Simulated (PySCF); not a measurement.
## Ionisation energy of Ge²⁺ by level of theory

Ge²⁺ [Ar] 3d10 4s2 (1S) → Ge³⁺ [Ar] 3d10 4s1 (2S), as a difference of total energies. Calculation: PySCF 2.14, in aug-cc-pVTZ-PP with ECP10MDF (6s5p4d2f, 55 functions); scalar relativity through the core potential. Correlated levels: valence: 3s2 3p6 3d10 frozen. The calculations carry no spin-orbit coupling.

```csv
method,ionisation energy (eV),error (eV)
UHF,32.193,-1.865
MP2 (valence),32.980,-1.078
SCS-MP2 (valence),33.138,-0.920
CCSD (valence),33.280,-0.778
```

Reference: 34.058 eV (measured; NIST Atomic Spectra Database, ionization energies).

Errors of the correlated levels include the incompleteness of this basis and the frozen core.

With two correlated electrons CCSD is exact in that space.
